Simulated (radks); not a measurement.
Q: Excited configurations of Tb I: one electron is placed in a higher orbital outside [Xe] 4f9 6s1. The ground configuration is [Xe] 4f9 6s2. Method: Dirac Kohn-Sham, PBEsol, spin-unpolarised, spherical densities, finite nucleus; open shells are shared between the two j in proportion to 2j + 1; Fermi nuclear charge, rms radius 5.06 fm; computed with a radial shooting solver on a logarithmic mesh with Libxc functionals. Excitation = E - E(ground); binding = E(ion) - E, where the ion is the core of charge +1; n* = 1/sqrt(2 binding) in atomic units, and the quantum defect is n - n*. Eigenvalue and <r> are those of j = l + 1/2.

| outer orbital | excitation (eV) | binding (eV) | n* | quantum defect | eigenvalue (eV) | <r> (bohr) |
|---|---|---|---|---|---|---|
| 5d | 2.474 | 3.707 | 1.916 | 3.084 | -0.886 | 3.931 |
| 5f | 5.266 | 0.915 | 3.855 | 1.145 | -0.424 | 17.07 |
| 6d | 4.726 | 1.455 | 3.058 | 2.942 | -0.706 | 11.70 |
| 6f | 5.544 | 0.637 | 4.621 | 1.379 | -0.361 | 28.87 |
| 7d | 5.276 | 0.905 | 3.877 | 3.123 | -0.513 | 21.64 |

Estimate the row for 7p.

A: excitation (eV) 4.607; binding (eV) 1.574; n* 2.940; quantum defect 4.060; eigenvalue (eV) -0.892; <r> (bohr) 13.08. The Delta-SCF ionisation energy is 6.181 eV (NIST Atomic Spectra Database: 5.864 eV, measured). Self-interaction in the functional shifts the binding energies and quantum defects, so they are the method's values and not measured ones. Spin polarisation and multiplet splitting are left out, so open shells lie too high by an amount that depends on their filling. Sharing an open shell by 2j + 1 raises it above the true ground level by a part of the spin-orbit splitting, which enters the differences from NIST.

Beside tabulated values, note that spin-unpolarised runs miss the spin-polarisation part of the exchange energy of open shells.
